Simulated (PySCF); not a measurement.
## Polarisability and C₆ of B (boron, neutral)

[He] 2s1 2p2, high-spin 4P determinant (an excited configuration). All numbers are calculated (PySCF 2.14, no relativity, point nucleus, in aug-cc-pVQZ (6s5p4d3f2g, 80 functions)). Coupled (time-dependent) response in atomic units; α is the mean over directions.

```json
{"method": "UHF", "mean α (bohr³)": "16.41", "α xx, yy, zz": "16.20, 16.52, 16.52", "C₆ (like pair)": "71.69", "S(−4)": "157.7"}
{"method": "PBE", "mean α (bohr³)": "21.05", "α xx, yy, zz": "19.10, 22.02, 22.02", "C₆ (like pair)": "96.61", "S(−4)": "330.5"}
{"method": "PBE0", "mean α (bohr³)": "19.25", "α xx, yy, zz": "18.03, 19.86, 19.86", "C₆ (like pair)": "86.82", "S(−4)": "253.8"}
{"method": "B3LYP", "mean α (bohr³)": "19.77", "α xx, yy, zz": "18.23, 20.55, 20.55", "C₆ (like pair)": "89.30", "S(−4)": "277.2"}
```

S(−4) is the Cauchy moment in α(ω) = α(0) + S(−4) ω² + …

α(iu) at B3LYP:

| u (hartree) | α(iu) (bohr³) |
| --- | --- |
| 0 | 19.77 |
| 0.0500 | 19.11 |
| 0.100 | 17.44 |
| 0.200 | 13.30 |
| 0.300 | 9.877 |
| 0.500 | 5.761 |
| 0.750 | 3.339 |
| 1.00 | 2.155 |
| 1.50 | 1.105 |
| 2.00 | 0.6706 |
| 3.00 | 0.3258 |
| 5.00 | 0.1306 |

A single London oscillator, α(iu) = α/(1 + u²/ω²), gives C₆ = (3/4) ω α². Matching the computed C₆ needs ω = 4 × 89.30 / (3 × 19.77²) = 0.305 hartree.

The components differ because the open shell of this determinant is not spherical; for a pure term their mean is the scalar polarisability.
